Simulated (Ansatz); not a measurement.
Reaction R1 + R2 → P1, each structure at its B3LYP-D3(BJ)/def2-TZVP stationary point, reached from a drawn start (curvature not checked).
R1, OH (SMILES [OH]) (charge 0, multiplicity 2):
```xyz
2

O      0.00000     0.00000     0.48836
H      0.00000     0.00000    -0.48836
```
R2: S atom, charge 0, multiplicity 3.
P1, HOS (SMILES [O]S) (charge 0, multiplicity 2):
```xyz
3

S     -0.427    -0.128    -0.386
O     -0.422    -0.127     1.120
H      0.849     0.255    -0.734
```

P less R. No zero-point or thermal terms; open shells are unrestricted; no spin–orbit coupling.

Correlated levels freeze the cores.

The values were computed with Ansatz (a first-principles code) with Gaussian orbitals. All values are computed, each at the level named.

```csv
level,reaction energy (kJ/mol)
HF/aug-cc-pV(Q+d)Z,-130.7
PBE/def2-TZVPPD,-385.4
r2SCAN/def2-TZVPPD,-355.8
PBE0/def2-TZVPPD,-344.8
CAM-B3LYP/def2-TZVPPD,-334.8
wB97X-V/def2-TZVPPD,-349.0
SCS-MP2/aug-cc-pV(D+d)Z,-269.1
CCSD(T)/aug-cc-pV(D+d)Z,…
CCSD(T)/aug-cc-pV(T+d)Z,…
```

Task: What belongs in the gaps?

Result: 
- CCSD(T)/aug-cc-pV(D+d)Z, reaction energy (kJ/mol): -276.2
- CCSD(T)/aug-cc-pV(T+d)Z, reaction energy (kJ/mol): -317.4
